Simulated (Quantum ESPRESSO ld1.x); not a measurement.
Species: K. Configuration: [Ar] 4s1 (the NIST ground configuration). Calculated with ld1.x of Quantum ESPRESSO 7.5: Dirac Kohn-Sham, relativistic LDA (MacDonald-Vosko exchange, VWN5 correlation), spin-unpolarised, spherical densities, point nucleus.

Unscreened Slater integrals over Kohn-Sham orbitals (hartree). Large and small components are both included.

F0(4s1/2,4s1/2): 0.18428
F0(4s1/2,3p3/2): 0.24004
G1(4s1/2,3p3/2): 0.013446
F0(4s1/2,3p1/2): 0.24015
G1(4s1/2,3p1/2): 0.013274
F0(4s1/2,3s1/2): 0.24200
G0(4s1/2,3s1/2): 0.0084512
F0(4s1/2,2p3/2): 0.25395
G1(4s1/2,2p3/2): 0.0038536
F0(3p3/2,3p3/2): 0.62957
F2(3p3/2,3p3/2): 0.31222
F0(3p3/2,3p1/2): 0.63156
G2(3p3/2,3p1/2): 0.31313
F0(3p3/2,3s1/2): 0.66639
G1(3p3/2,3s1/2): 0.43807
F0(3p3/2,2p3/2): 0.86651
F2(3p3/2,2p3/2): 0.15237
G0(3p3/2,2p3/2): 0.060012
G2(3p3/2,2p3/2): 0.060961
F0(3p1/2,3p1/2): 0.63358
F0(3p1/2,3s1/2): 0.66873
G1(3p1/2,3s1/2): 0.44009
F0(3p1/2,2p3/2): 0.87156
G2(3p1/2,2p3/2): 0.061215
F0(3s1/2,3s1/2): 0.70981
F0(3s1/2,2p3/2): 0.94908
G1(3s1/2,2p3/2): 0.072892
F0(2p3/2,2p3/2): 2.6010
F2(2p3/2,2p3/2): 1.2121
